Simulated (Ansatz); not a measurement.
Gas-phase electronic energies from Ansatz, PBE0-D4/def2-TZVP geometries. CCSD(T)/CBS adds triple-zeta CCSD(T) − MP2 to the extrapolated MP2 energy (def2 sets, frozen cores). DFT in def2-TZVPP. B3LYP here is the variant with VWN-RPA as its local correlation; programs differ in this. One conformer a species, not always the lowest.

Consider the cleavage of the Si–Si bond: `C=C[SiH](O)[SiH2]O` + `S[SiH2]Cl` → `O[SiH2]S[SiH2]Cl` + `C=C[SiH2]O`.

`C=C[SiH](O)[SiH2]O`:

Z-matrix (Å, degrees):
```
Si
C 1 1.854
Si 1 2.352 2 111.3
O 1 1.659 2 107.4 3 119.8
H 1 1.496 2 110.3 3 -122.0
C 2 1.331 1 123.5 3 17.2
H 2 1.090 1 118.1 3 -164.3
O 3 1.660 1 108.1 2 -57.4
H 3 1.494 1 110.9 2 64.1
H 3 1.496 1 110.3 2 -178.6
H 4 0.958 1 117.0 2 154.0
H 6 1.087 2 122.0 1 178.0
H 6 1.087 2 122.0 1 -1.2
H 8 0.958 3 117.4 1 -177.2
```

`S[SiH2]Cl`:

Cartesian coordinates in Å:
```
S 1.238 -0.878 0.778
Si -0.159 0.123 -0.465
Cl -0.439 2.087 0.066
H 0.427 -0.891 1.850
H -1.488 -0.523 -0.404
H 0.421 0.082 -1.824
```

`O[SiH2]S[SiH2]Cl`:

Z-matrix (Å, degrees):
```
Si
S 1 2.145
O 1 1.638 2 112.0
H 1 1.483 2 103.8 3 122.9
H 1 1.478 2 111.1 3 -117.2
Si 2 2.121 1 97.5 3 47.5
H 3 0.959 1 118.5 2 44.2
Cl 6 2.059 2 111.6 1 -83.8
H 6 1.479 2 110.9 1 35.8
H 6 1.477 2 107.5 1 158.9
```

`C=C[SiH2]O`:

Z-matrix (Å, degrees):
```
Si
C 1 1.857
O 1 1.649 2 111.4
H 1 1.491 2 108.7 3 122.7
H 1 1.484 2 111.0 3 -117.5
C 2 1.330 1 122.9 3 6.6
H 2 1.090 1 118.9 3 -173.1
H 3 0.958 1 117.3 2 72.7
H 6 1.087 2 121.4 1 0.7
H 6 1.086 2 122.4 1 -179.7
```

| level | ΔE (kJ/mol) |
| --- | --- |
| PBE | -80.2 |
| r2SCAN | -93.8 |
| B3LYP | -85.8 |
| HF/def2-TZVPP | -96.7 |
| MP2/def2-TZVPP | -102.8 |
| CCSD(T)/def2-TZVPP | -91.5 |
| MP2/def2-QZVPP | -104.4 |
| CCSD/CBS(def2) | -93.4 |

(1) What does CCSD(T)/CBS give? (Estimate.)

Largest T1 diagnostic among the species: 0.012.

Answers

(1) Ansatz gave: -94.3 kJ/mol. The listed levels differ from it by 14.1, 0.5, 8.5, -2.4, -8.5, 2.8, -10.1, 0.9 kJ/mol.

From PBE to PBE0 (25 % exact exchange), in def2-TZVPP and without D4, ΔE moves by −5.3 kJ/mol. The D4 term adds −4.2 kJ/mol with B3LYP and −1.9 kJ/mol with PBE0; it sums over pairs of atoms, weighted by their polarisabilities, and B3LYP, whose exchange is more repulsive, gets the larger term.
